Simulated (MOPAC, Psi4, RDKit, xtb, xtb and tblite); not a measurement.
Two geometries of SMILES Clc1ccccc1-c1ccccc1 (C₁₂H₉Cl), relaxed at GFN2-xTB with one dihedral held; other torsions can differ between them too.

Structure A

```
22

Cl    -0.6815    -2.6391    -0.3937
C     -1.4929    -1.1122    -0.2727
C     -2.8732    -1.0675    -0.3726
C     -3.5244     0.1489    -0.2659
C     -2.7982     1.3092    -0.0561
C     -1.4199     1.2532     0.0451
C     -0.7442     0.0440    -0.0723
C      0.7282    -0.0103     0.0523
C      1.5221    -0.2114    -1.0705
C      2.8997    -0.2454    -0.9516
C      3.4949    -0.0752     0.2870
C      2.7086     0.1338     1.4073
C      1.3306     0.1723     1.2910
H     -3.4280    -1.9794    -0.5283
H     -4.6003     0.1871    -0.3440
H     -3.3060     2.2578     0.0314
H     -0.8465     2.1536     0.2104
H      1.0538    -0.3454    -2.0350
H      3.5104    -0.4048    -1.8282
H      4.5707    -0.1048     0.3789
H      3.1697     0.2681     2.3749
H      0.7125     0.3333     2.1627
```

Structure B

```
22

Cl    -1.1179    -2.8692     0.1586
C     -1.5911    -1.2121    -0.0840
C     -2.9468    -1.0649    -0.3442
C     -3.5263     0.1840    -0.4251
C     -2.7292     1.2937    -0.2119
C     -1.3808     1.1372     0.0312
C     -0.7431    -0.1109     0.1164
C      0.7372    -0.1440     0.1784
C      1.4718     1.0310     0.3846
C      2.8509     1.0545     0.3185
C      3.5605    -0.0909     0.0043
C      2.8582    -1.2546    -0.2445
C      1.4771    -1.2771    -0.1724
H     -3.5459    -1.9523    -0.4815
H     -4.5788     0.2846    -0.6392
H     -3.1514     2.2864    -0.2535
H     -0.7987     2.0358     0.1437
H      0.9813     1.9471     0.6721
H      3.3737     1.9816     0.5047
H      4.6385    -0.0727    -0.0525
H      3.3853    -2.1589    -0.5117
H      0.9876    -2.2001    -0.4206
```

Q: Which is lower in energy at the level PBE0-D3(BJ)/def2-SVP // GFN2-xTB (Psi4), and by how much?

A: A is lower, by 6.13 kcal/mol (dihedral C2–C7–C8–C9: 75° in A, 180° in B).

E(B) − E(A) in kcal/mol at the other levels, on the same two geometries: GFN2-xTB (xtb and tblite) 7.03; MMFF94 // GFN2-xTB (RDKit) 14.68; PBE0/def2-SVP // GFN2-xTB (Psi4) 6.00; PBE/def2-SVP // GFN2-xTB (Psi4) 5.02; PBE-D3(BJ)/def2-SVP // GFN2-xTB (Psi4) 5.07; UFF // GFN2-xTB (RDKit) 22.49; AM1, restricted, heats of formation // GFN2-xTB (MOPAC) 7.64; PM7, restricted, heats of formation // GFN2-xTB (MOPAC) 9.68; GFN1-xTB // GFN2-xTB (xtb) 5.61.
